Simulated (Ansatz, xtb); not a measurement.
Two isomers of C4H8Si

Structure X: `C1=C[SiH2]CC1`, a singlet. Structure Y: `CC#C[SiH2]C`, a singlet. Both are isolated molecules in the gas phase, relaxed with PBE0-D3(BJ)/def2-SVP; the shapes shown needn't be the lowest conformers.

X (Å):

```tsv
atom	x (Å)	y (Å)	z (Å)
C	-0.3018	-0.3331	0.5524
C	-1.1352	0.1692	-0.3745
C	1.4632	1.0108	-0.6150
C	1.1746	-0.0503	0.4672
Si	-0.1476	1.1589	-1.6105
H	-0.6557	-0.9745	1.3706
H	-2.2068	-0.0460	-0.3490
H	-0.6076	2.5708	-1.8040
H	-0.0918	0.5303	-2.9704
H	2.3407	0.7561	-1.2268
H	1.6768	1.9864	-0.1500
H	1.6983	-0.9969	0.2399
H	1.5595	0.2570	1.4551
```

Y (Å):

```json
{"atom": "C", "x (Å)": "-2.3232", "y (Å)": "1.4997", "z (Å)": "1.5758"}
{"atom": "C", "x (Å)": "-1.3685", "y (Å)": "0.9771", "z (Å)": "0.6160"}
{"atom": "C", "x (Å)": "-0.5692", "y (Å)": "0.5380", "z (Å)": "-0.1935"}
{"atom": "C", "x (Å)": "2.3055", "y (Å)": "-0.4109", "z (Å)": "-0.5579"}
{"atom": "Si", "x (Å)": "0.6487", "y (Å)": "-0.1232", "z (Å)": "-1.3906"}
{"atom": "H", "x (Å)": "-1.8183", "y (Å)": "1.8277", "z (Å)": "2.4979"}
{"atom": "H", "x (Å)": "-3.0658", "y (Å)": "0.7344", "z (Å)": "1.8510"}
{"atom": "H", "x (Å)": "-2.8660", "y (Å)": "2.3640", "z (Å)": "1.1621"}
{"atom": "H", "x (Å)": "0.7962", "y (Å)": "0.8502", "z (Å)": "-2.5163"}
{"atom": "H", "x (Å)": "0.1232", "y (Å)": "-1.4046", "z (Å)": "-1.9550"}
{"atom": "H", "x (Å)": "3.0378", "y (Å)": "-0.8089", "z (Å)": "-1.2774"}
{"atom": "H", "x (Å)": "2.2032", "y (Å)": "-1.1312", "z (Å)": "0.2676"}
{"atom": "H", "x (Å)": "2.6999", "y (Å)": "0.5302", "z (Å)": "-0.1460"}
```

Quicker runs give these differences E(Y) − E(X): GFN2-xTB +19.3 kcal/mol; HF/STO-3G +23.3 kcal/mol (at GFN2-xTB geometries); r2SCAN-D4/def2-SVP +18.0 kcal/mol (at GFN2-xTB geometries).

Q: Estimate E(Y) − E(X) at the level CCSD(T)/def2-SVP + ΔMP2/def2-TZVPP.

A: Calculated at CCSD(T)/def2-SVP + ΔMP2/def2-TZVPP: E(Y) − E(X) = +14.1 kcal/mol, so structure X lies lower.

Level by level:

```csv
level,geometry,E(Y) − E(X) (kcal/mol),departure from the last row (kcal/mol),"job, with rough time for the two"
GFN2-xTB,GFN2-xTB,+19.3,+5.2,"optimisation, 0.29 s"
HF/STO-3G,GFN2-xTB,+23.3,+9.2,"single point, 0.65 s"
r2SCAN-D4/def2-SVP,GFN2-xTB,+18.0,+3.9,"single point, 4 s"
PBE0-D3(BJ)/def2-SVP,PBE0-D3(BJ)/def2-SVP,+21.6,+7.5,"optimisation, 36 s"
HF/def2-SVP,PBE0-D3(BJ)/def2-SVP,+11.6,−2.5,part of the CCSD(T) run
MP2/def2-SVP,PBE0-D3(BJ)/def2-SVP,+14.2,+0.1,part of the CCSD(T) run
CCSD(T)/def2-SVP,PBE0-D3(BJ)/def2-SVP,+15.7,+1.6,single point
CCSD(T)/def2-SVP + ΔMP2/def2-TZVPP,PBE0-D3(BJ)/def2-SVP,+14.1,,"single point, 37 s"
```

As drawn, Y has 1 C≡C in place of 1 C=C, 1 C–C. Structure X has a 5-membered ring, Y no ring.

The levels shown agree on the order. The largest departure from CCSD(T)/def2-SVP + ΔMP2/def2-TZVPP is that of HF/STO-3G, 9.2 kcal/mol. A small imaginary or near-zero mode remains, so no thermal terms are given. The last row adds to CCSD(T) the change of the MP2 difference between the two basis sets, here −1.6 kcal/mol.

The correlated steps freeze 9 core orbitals. Run with Ansatz 0.2.0, xtb 6.7.1; the last row on 2 threads of Intel(R) Xeon(R) Processor @ 2.70GHz on a shared host.
